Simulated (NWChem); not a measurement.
System meant: SnP₂H₆; SMILES [PH2][SnH2][PH2]

The following NWChem deck was run.

```
start job
memory heap 200 mb stack 900 mb global 1100 mb
geometry units angstroms noautoz
  Sn     0.000000     0.000000    -0.598452
  P     -2.162119     0.009881     0.757768
  P      2.162119    -0.009881     0.757768
  H      0.006450     1.408412    -1.608002
  H     -0.006450    -1.408412    -1.608002
  H     -1.677257    -1.030725     1.631369
  H     -1.668021     1.046389     1.631032
  H      1.677257     1.030725     1.631369
  H      1.668021    -1.046389     1.631032
end
basis spherical
  * library def2-svp
end
ecp
  Sn library def2-ecp
end
dft
  xc pbe0
  iterations 4
  mulliken
end
task dft energy
```

End of the output:

```
    Atom       Charge   Shell Charges
 -----------   ------   -------------------------------------------------------
    1 Sn  22    21.83   1.18  0.77  0.77  0.45  3.01  2.86  1.47  1.05  9.44  0.83
    2 P   15    14.93   2.00  1.95  0.93  0.60  5.81  1.49  2.04  0.10
    3 P   15    14.93   2.00  1.95  0.93  0.60  5.81  1.49  2.04  0.10
    4 H    1     1.08   0.59  0.46  0.02
    5 H    1     1.08   0.59  0.46  0.02
    6 H    1     1.04   0.62  0.37  0.05
    7 H    1     1.04   0.62  0.37  0.05
    8 H    1     1.04   0.62  0.37  0.05
    9 H    1     1.04   0.62  0.37  0.05

 center of mass
 --------------
 x =  -0.00000000 y =   0.00000000 z =  -0.12090255

 moments of inertia (a.u.)
 ------------------
         356.638875329444          -0.000000000000           0.000000000000
          -0.000000000000        1401.274547717303          -0.000000000000
           0.000000000000          -0.000000000000        1104.248341484998

     Multipole analysis of the density
     ---------------------------------

     L   x y z        total         alpha         beta         nuclear
     -   - - -        -----         -----         ----         -------
     0   0 0 0      0.000000    -29.000000    -29.000000     58.000000

     1   1 0 0      0.000000      0.000000      0.000000     -0.000000
     1   0 1 0      0.000000      0.000000      0.000000      0.000000
     1   0 0 1      0.308189    -14.484812    -14.484812     29.277812

     2   2 0 0    -47.310822   -294.050716   -294.050716    540.790610
     2   1 1 0      0.000000     -0.000000     -0.000000      0.000000
     2   1 0 1     -0.000000     -0.000000     -0.000000      0.000000
     2   0 2 0    -40.261502    -34.918207    -34.918207     29.574911
     2   0 1 1     -0.000000     -0.000000     -0.000000      0.000000
     2   0 0 2    -40.319542    -95.509789    -95.509789    150.700036

 ------------------------------------------------------------------------
 dft energy failed                                                                                  0
 ------------------------------------------------------------------------
 ------------------------------------------------------------------------
  current input line :
    25: task dft energy
 ------------------------------------------------------------------------
 ------------------------------------------------------------------------
 This type of error is most commonly associated with calculations not reaching convergence criteria
 ------------------------------------------------------------------------
 For more information see the NWChem manual at https://nwchemgit.github.io

0:dft energy failed:Received an Error in Communication
```

Question: Can this run be used? If not, why, and what is the fix?

Answer: The run did not converge; its last values are not results. Cause: the SCF was allowed too few iterations. This input runs:
```
start job
memory heap 200 mb stack 900 mb global 1100 mb
geometry units angstroms noautoz
  Sn     0.000000     0.000000    -0.598452
  P     -2.162119     0.009881     0.757768
  P      2.162119    -0.009881     0.757768
  H      0.006450     1.408412    -1.608002
  H     -0.006450    -1.408412    -1.608002
  H     -1.677257    -1.030725     1.631369
  H     -1.668021     1.046389     1.631032
  H      1.677257     1.030725     1.631369
  H      1.668021    -1.046389     1.631032
end
basis spherical
  Sn library def2-svp
  P library def2-svp
  H library def2-svp
end
ecp
  Sn library def2-ecp
end
dft
  xc pbe0
  iterations 150
  mulliken
end
task dft energy
```
It converges to -900.12644 Ha (PBE0/def2-SVP with def2 effective core potentials on Sn).
